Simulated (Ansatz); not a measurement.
GeH₂S₂, SMILES `[SH][Ge][SH]`. Total charge 0; spin multiplicity 1.

```xyz
5

S     0.5486    1.2379    1.1344
Ge   -0.8147   -0.5402    1.2585
S    -0.7487   -1.3706   -0.8252
H     0.9243    1.1760   -0.1535
H     0.0905   -0.5031   -1.4141
```

Q: List the harmonic frequencies (cm⁻¹, unscaled) at PBE0-D4/def2-TZVP in Ansatz. (Best estimate.)

A: The calculation gave: 172, 235, 327, 373, 386, 594, 690, 2706, 2707.

Q: Is this a minimum?

A: Yes, all 9 modes are real.

Q: Give the ideal-gas thermochemistry at 298.15 K and 1 bar (rigid rotor, harmonic oscillator; point group C2v, symmetry number 2).

A: Zero-point energy 49.0 kJ/mol; H(298) − E = 65.3 kJ/mol; entropy 311.5 J/(mol·K), of which translation 170.4, rotation 106.0, vibration 35.1; G(298) − E = -27.6 kJ/mol.

Q: Rotational constants (cm⁻¹)?

A: 0.228, 0.0842, 0.06149.
